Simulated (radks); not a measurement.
Tl XXIX, 53 electrons, occupied as [Kr] 4d10 4f7.

Calculated with a radial shooting solver on a logarithmic mesh with Libxc functionals: scalar-relativistic Kohn-Sham, PBE, spin-polarised, spherical densities, finite nucleus; open shells are filled with parallel spins first (spin-orbit coupling, left out, can overturn this in heavy ions); Fermi nuclear charge, rms radius 5.4759 fm.

Energy parts (eV):
part                       energy
total                  -540680.82
kinetic                 609795.84
electron-nucleus      -1298560.50
Hartree                 157410.97
exchange-correlation     -9327.14

Orbitals (lengths in bohr, moments of r in powers of bohr; r(max) is where P^2 peaks):
| orbital | occ. | eigenvalue (eV) | r(max) |
|---|---|---|---|
| 1s up | 1 | -86500.35 | 0.01003 |
| 1s down | 1 | -86500.37 | 0.01003 |
| 2s up | 1 | -16156.45 | 0.05815 |
| 2s down | 1 | -16156.17 | 0.05815 |
| 2p up | 3 | -14029.43 | 0.04832 |
| 2p down | 3 | -14029.21 | 0.04832 |
| 3s up | 1 | -4552.641 | 0.1639 |
| 3s down | 1 | -4544.597 | 0.1637 |
| 3p up | 3 | -3939.563 | 0.1637 |
| 3p down | 3 | -3931.349 | 0.1635 |
| 3d up | 5 | -3304.465 | 0.1333 |
| 3d down | 5 | -3298.204 | 0.1332 |
| 4s up | 1 | -1671.815 | 0.3632 |
| 4s down | 1 | -1659.600 | 0.3634 |
| 4p up | 3 | -1461.968 | 0.3804 |
| 4p down | 3 | -1450.385 | 0.3807 |
| 4d up | 5 | -1219.756 | 0.3815 |
| 4d down | 5 | -1208.299 | 0.3820 |
| 4f up | 7 | -959.6123 | 0.3305 |
| 4f down | 0 | -946.8072 | 0.3318 |

The highest occupied level is 4f up at -959.61 eV. Summed over all electrons, <r^2> = 5.241 bohr^2, which gives a Langevin (diamagnetic) susceptibility term of -4.15 x 10^-6 cm^3/mol. For comparison, the ionisation energy in NIST's Atomic Spectra Database is 990 eV (theoretical). In exact Kohn-Sham theory the highest level is minus the ionisation energy, but local and semilocal functionals leave it too shallow, through self-interaction and a potential that decays too fast; potentials with the right tail come closer. The spin density at the nucleus is -57.8 e/bohr^3 (1s 0.2, 2s -10.8, 3s -112.8, 4s 65.6).
